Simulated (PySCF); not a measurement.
A barrier at the coupled-cluster level

Start structure (SiH$_{3}$Cl$_{3}$, closed shell), relaxed at PBE0-D4/def2-TZVP:

| atom | x (Å) | y (Å) | z (Å) |
| --- | --- | --- | --- |
| Si1 | -0.8222 | -0.6514 | -0.0515 |
| Cl2 | 0.8514 | -1.4307 | 0.7939 |
| Cl3 | -1.4082 | -1.8277 | -1.5983 |
| Cl4 | -2.3025 | -0.5675 | 1.3348 |
| H5 | -0.5365 | 0.7014 | -0.5460 |
| H6 | 2.2992 | 1.6090 | 0.2134 |
| H7 | 2.0187 | 2.1891 | -0.1631 |

The step: SiHCl₃ ([Cl][SiH]([Cl])[Cl]) + H₂ → SiH₂Cl₂ ([Cl][SiH2][Cl]) + HCl; bonds formed: Si1–H7, Cl2–H6; bonds broken: Si1–Cl2, H6–H7. Computed with PySCF 2.14 with density fitting (its default auxiliary sets; JK sets also for MP2 and CCSD(T)) (basis: def2-TZVPP and def2-QZVPP); correlated methods freeze the cores. Extrapolation: Hartree–Fock as exp(−7.88 √X), correlation as X^−2.97. Energies below are by CCSD(T) at an estimated basis limit (MP2 extrapolated from triple and quadruple zeta, plus CCSD(T) − MP2 in triple zeta).

Q: What are the electronic barrier and the energy of the step, from the start structure to the end structure? (To be estimated.)

A: By the calculation: Barrier 257.1 kJ/mol; step energy 70.8 kJ/mol (uphill); reverse barrier, their difference, 186.3 kJ/mol. Barrier and step energy count from the start structure, the reverse barrier from the end structure.

The saddle point: One imaginary mode of 979i cm⁻¹.
| pair | start (Å) | saddle (Å) | end (Å) |
| --- | --- | --- | --- |
| Si1–H7 | 4.02 | 1.68 | 1.47 |
| Cl2–H6 | 3.42 | 1.63 | 1.28 |
| Si1–Cl2 | 2.03 | 2.47 | 3.99 |
| H6–H7 | 0.75 | 0.95 | 3.20 |

Zero-point energy (harmonic, PBE0-D4): ZPE is 65.5 kJ/mol at the start and 71.9 kJ/mol at the saddle, so the barrier goes from 257.1 to 263.4 kJ/mol.

The T1 diagnostic stays at or below 0.011.

Labels in which every atom is bracketed show which atoms are joined, not bond orders.

For scale, one of the runs: CCSD(T)/def2-TZVPP, 210 basis functions, launched by `OMP_NUM_THREADS=4 python run.py`. Time: 11 min of wall clock on 4 CPU threads of an Intel Xeon; the host was shared. Peak host memory: 2.9 GiB.
